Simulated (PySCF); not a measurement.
**Radial density of Ru³⁰⁺ (ruthenium, charge +30)**

UHF, [Ne] 3s2 3p2, high-spin 3P determinant. All numbers are calculated (PySCF 2.14, scalar relativity by spin-free X2C-1e, in an even-tempered Gaussian basis (18 s from 4.1 bohr⁻², ratio 2.5; 12 p from 5.4 bohr⁻², ratio 2.5; 5 d from 23 bohr⁻², ratio 2.7; 4 f from 34 bohr⁻², ratio 2.7)).

```json
{"r (bohr)": "0.0283", "4πr²ρ (e/bohr)": "54.12", "4πr²(ρα − ρβ)": "0.5839"}
{"r (bohr)": "0.0475", "4πr²ρ (e/bohr)": "45.32", "4πr²(ρα − ρβ)": "1.7871"}
{"r (bohr)": "0.0800", "4πr²ρ (e/bohr)": "59.73", "4πr²(ρα − ρβ)": "2.6178"}
{"r (bohr)": "0.135", "4πr²ρ (e/bohr)": "53.72", "4πr²(ρα − ρβ)": "0.2544"}
{"r (bohr)": "0.226", "4πr²ρ (e/bohr)": "18.08", "4πr²(ρα − ρβ)": "3.5877"}
{"r (bohr)": "0.381", "4πr²ρ (e/bohr)": "13.36", "4πr²(ρα − ρβ)": "6.2833"}
{"r (bohr)": "0.640", "4πr²ρ (e/bohr)": "1.040", "4πr²(ρα − ρβ)": "0.5100"}
{"r (bohr)": "1.08", "4πr²ρ (e/bohr)": "0.002317", "4πr²(ρα − ρβ)": "0.0008"}
```

Densities and radii are taken from the X2C orbitals without a picture-change correction, which distorts them close to the nucleus.

Spin-orbit coupling is strong in this species (close to jj coupling), so the high-spin LS determinant is a model state, not a physical level.
